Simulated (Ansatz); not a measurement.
`B[NH][AlH][O]C` and `C[O][AlH][BH]S` differ in one atom or group.

Ansatz, PBE0-D4/def2-TZVP geometries, multiplicity 1. Each molecule was computed in one conformer, which needn't be the lowest.

| property | `B[NH][AlH][O]C` |
| --- | --- |
| HOMO–LUMO gap (B3LYP/def2-TZVPP) / eV | 7.07 |
| LUMO energy (PBE0/def2-TZVPP) / eV | -0.41 |
| LUMO energy (ωB97M-V/def2-TZVPP) / eV | 1.41 |
| HOMO energy (PBE/def2-TZVPP) / eV | -6.42 |
| HOMO energy (ωB97M-V/def2-TZVPP) / eV | -10.34 |
| LUMO energy (B3LYP/def2-TZVPP) / eV | -0.63 |

Q: What does the change do to each property? (Best estimate.)

A: Ansatz gave: 
| property | `C[O][AlH][BH]S` | shift |
| --- | --- | --- |
| HOMO–LUMO gap (B3LYP/def2-TZVPP) / eV | 4.79 | -2.28 |
| LUMO energy (PBE0/def2-TZVPP) / eV | -2.11 | -1.70 |
| LUMO energy (ωB97M-V/def2-TZVPP) / eV | -0.24 | -1.65 |
| HOMO energy (PBE/def2-TZVPP) / eV | -6.00 | 0.42 |
| HOMO energy (ωB97M-V/def2-TZVPP) / eV | -9.35 | 0.99 |
| LUMO energy (B3LYP/def2-TZVPP) / eV | -2.26 | -1.63 |

With PBE0 the HOMO rises by 0.68 eV and the LUMO falls by 1.70 eV, so the gap narrows by about 2.38 eV. PBE moves the HOMO by 0.42 eV and ωB97M-V by 0.99 eV.

B3LYP here is the variant with VWN-RPA as its local correlation; programs differ in this.
